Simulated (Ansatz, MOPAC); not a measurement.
System: SiH₂Cl, charge 0, multiplicity 2. SMILES: Cl[SiH2]

Atoms: Si1, Cl2, H3, H4. Bonds: Si1-Cl2, Si1-H3, Si1-H4.

Bond lengths (Å) and angles (degrees) optimised at AM1 with MOPAC; PM6 with MOPAC; PM7 with MOPAC; PBE/6-31G* with Ansatz (a quantum-chemistry and plane-wave program), each started from the B3LYP-D3(BJ)/def2-TZVP structure (Ansatz) of the last column. A row stands for all coordinates that are equal there. 6-31G* holds six Cartesian d functions. No wavenumbers were computed at PBE/6-31G*, so these may be saddle points.

| coordinate | AM1 | PM6 | PM7 | PBE/6-31G* | B3LYP-D3(BJ)/def2-TZVP |
|---|---|---|---|---|---|
| Si1-Cl2 | 2.018 | 2.060 | 1.998 | 2.084 | 2.068 |
| Si1-H3 | 1.457 | 1.481 | 1.437 | 1.504 | 1.484 |
| Cl2-Si1-H3 | 114.9 | 116.3 | 118.8 | 108.3 | 108.3 |
| H3-Si1-H4 | 112.6 | 109.0 | 122.4 | 110.5 | 111.0 |

Mean signed difference of all 3 bond lengths from B3LYP-D3(BJ)/def2-TZVP: AM1 -0.035 Å, PM6 -0.005 Å, PM7 -0.055 Å, PBE/6-31G* 0.018 Å.
